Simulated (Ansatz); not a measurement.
Reaction (formal exchange of groups at the Si–C bond): `C[Si](C)(C)O` + `CSP` → `C[Si](C)(O)P` + `CSC`

Isolated molecules relaxed with PBE0-D4/def2-TZVP in Ansatz; ΔE leaves out vibrations. CCSD(T)/CBS adds triple-zeta CCSD(T) − MP2 to the extrapolated MP2 energy (def2 sets, frozen cores). DFT in def2-TZVPP. B3LYP here is the variant with VWN-RPA as its local correlation; programs differ in this. One conformer a species, not always the lowest.

(1) Is it downhill or uphill in electronic energy at CCSD(T)/CBS, and by how much? (Best estimate.)

(2) What do these levels give: BLYP-D4, CAM-B3LYP-D4, PBE, B3LYP, LC-ωPBE, HF/def2-QZVPP? (An estimate is asked.)

(3) What do rigid-rotor, harmonic-oscillator terms from PBE0-D4/def2-TZVP frequencies (298.15 K, 1 bar) make of the CCSD(T)/CBS value? (Best estimate.)

Largest T1 diagnostic among the species: 0.012.

Results:

(1) Ansatz gave: Uphill: ΔE = +38.6 kJ/mol.

(2) Computed: BLYP-D4 39.0, CAM-B3LYP-D4 39.9, PBE 36.1, B3LYP 41.4, LC-ωPBE 36.9, HF/def2-QZVPP 42.9 kJ/mol.

(3) The calculation gave: ΔZPE = +0.9 kJ/mol, ΔH = +39.5 kJ/mol, ΔS = -10 J/(mol·K), ΔG = +42.4 kJ/mol.

In def2-TZVPP, CCSD(T) changes the Hartree–Fock value by −5.6 kJ/mol (the triples alone add −0.9 kJ/mol) and MP2 by −3.5 kJ/mol. Leaving LDA and LC-ωPBE aside and taking each functional with its dispersion term where it has one, the values, not all of them listed here, spread over 6.6 kJ/mol, from revPBE-D4 to ωB97M-V.
